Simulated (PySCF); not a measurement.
## Two-component Hartree-Fock for Co (cobalt, neutral)

Start: [Ar] 3d6 4s2 4p1; 3d3/2 filled at m_j = +3/2; 3d5/2 filled at m_j = -3/2, -1/2, +1/2, +3/2, +5/2; 4p3/2 filled at m_j = +3/2. Calculated with PySCF 2.14 in x2c-SVPall-2c with one added diffuse shell each of s, d type (6s5p4d1f, 48 functions): generalised Hartree-Fock with the X2C-1e Hamiltonian and a Gaussian nucleus; one run each with spin-orbit coupling (SO) switched off, then screened by Boettger's factors. This is a chosen level, not necessarily the ground level.

```csv
spinor shell,electrons,"ε, spin-free (eV)","ε, screened SO (eV)",weight of nominal j (screened SO),"rms radius, screened SO (bohr)"
1s1/2,2,-7782.9,-7782.8,1.000,0.0649
2s1/2,2,-974.10,-974.06,1.000,0.276
2p1/2,2,-832.02,-842.64,0.988,0.247
2p3/2,4,-832.02,-826.77,0.994,0.249
3s1/2,2,-133.36,-133.34,1.000,0.828
3p1/2,2,-89.532,-91.183,0.659,0.883
3d5/2,5,-26.459,-27.512,0.586,1.06
3d3/2,1,-26.459,-21.191,0.789,1.11
4s1/2,2,-9.540,-9.539,0.983,3.02
4p3/2,1,-4.888,-4.853,1.000,3.05
```

Problem. Where does 3p3/2 lie, and what is the 3p spin-orbit splitting (screened SO)?

Solution. At -88.702 eV, 2.481 eV above 3p1/2.

| quantity | spin-free | screened SO |
| --- | --- | --- |
| E (hartree) | -1391.41907 | -1391.43883 |
| M_J | 11/2 | 11/2 |
| ⟨J²⟩ | 35.963 | 35.969 |
| ⟨L²⟩ | 12.201 | 12.215 |
| ⟨S²⟩ | 8.762 | 8.755 |

Each row is a mean over spinors that exchange with the open shell spreads, by up to 16.901 eV (3p3/2).

Rows whose weight is well below 1 are mixtures of j = l ± 1/2: exchange outweighs spin-orbit coupling there, and the label is only the starting occupation.

⟨J²⟩ departs a little from M_J(M_J + 1) because the unrestricted spinors polarise the closed shells.

Without spin-orbit coupling the j labels of p, d and f shells carry no meaning; the spin-free column gives the mean over the occupied spinors of each nl shell, and its ⟨J²⟩ belongs to a mixture of degenerate components.
